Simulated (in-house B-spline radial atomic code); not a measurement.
Inner levels of caesium as electrons are removed. A shift is the extra binding of the orbital against the neutral atom ([Xe] 6s1). The density at the nucleus is averaged over the nuclear charge. Computed with a B-spline radial code for spherical atoms: Dirac-Hartree-Fock, average of the configuration, finite nuclei.

| ion | configuration | shift of 1s1/2 (eV) | shift of 2s1/2 (eV) | shift of 2p1/2 (eV) | radius of 1s1/2 (bohr) | radius of 2s1/2 (bohr) | radius of 2p1/2 (bohr) | Σ<r²> (bohr²) | change of density at nucleus (bohr⁻³) |
| --- | --- | --- | --- | --- | --- | --- | --- | --- | --- |
| Cs33+ | [Ar] 3d4 | 1573.31 | 1528.32 | 1539.22 | 0.026102 | 0.11076 | 0.09337 | 1.0902 | -247.43 |
| Cs34+ | [Ar] 3d3 | 1690.17 | 1641.31 | 1653.41 | 0.026103 | 0.11065 | 0.093266 | 1.0033 | -82.382 |
| Cs35+ | [Ar] 3d2 | 1809.42 | 1756.33 | 1769.74 | 0.026103 | 0.11054 | 0.093157 | 0.91996 | 87.463 |
| Cs36+ | [Ar] 3d1 | 1931.05 | 1873.38 | 1888.18 | 0.026103 | 0.11042 | 0.093043 | 0.84009 | 262.14 |
| Cs37+ | [Ne] 3s2 3p6 | 2055.06 | 1992.44 | 2008.74 | 0.026104 | 0.1103 | 0.092925 | 0.76345 | 441.63 |
| Cs38+ | [Ne] 3s2 3p5 | 2184.09 | 2103.82 | 2122.42 | 0.0261 | 0.11016 | 0.092911 | 0.67334 | 609.72 |
| Cs39+ | [Ne] 3s2 3p4 | 2315.01 | 2216.54 | 2237.54 | 0.026097 | 0.11002 | 0.092794 | 0.58565 | 780.62 |
| Cs40+ | [Ne] 3s2 3p3 | 2447.81 | 2330.61 | 2354.08 | 0.026093 | 0.10988 | 0.092673 | 0.50028 | 954.34 |
| Cs41+ | [Ne] 3s2 3p2 | 2582.5 | 2446 | 2472.05 | 0.026089 | 0.10973 | 0.092549 | 0.41717 | 1130.88 |
| Cs42+ | [Ne] 3s2 3p1 | 2719.07 | 2562.73 | 2591.44 | 0.026085 | 0.10958 | 0.092423 | 0.33623 | 1310.2 |
| Cs43+ | [Ne] 3s2 | 2857.52 | 2680.79 | 2712.26 | 0.026081 | 0.10943 | 0.092293 | 0.25741 | 1492.33 |
| Cs44+ | [Ne] 3s1 | 2989.76 | 2792.33 | 2830.02 | 0.026079 | 0.10943 | 0.092179 | 0.17628 | -2332.21 |
| Cs45+ | [He] 2s2 2p6 | 3123.52 | 2904.91 | 2948.96 | 0.026077 | 0.10935 | 0.092062 | 0.096917 | -6262.05 |
| Cs46+ | [He] 2s2 2p5 | 3450.72 | 3116.44 | 3196.82 | 0.026058 | 0.10871 | 0.091316 | 0.084461 | -5802.12 |
| Cs47+ | [He] 2s2 2p4 | 3782.48 | 3330.28 | 3447.78 | 0.026038 | 0.10808 | 0.090581 | 0.072421 | -5336.99 |
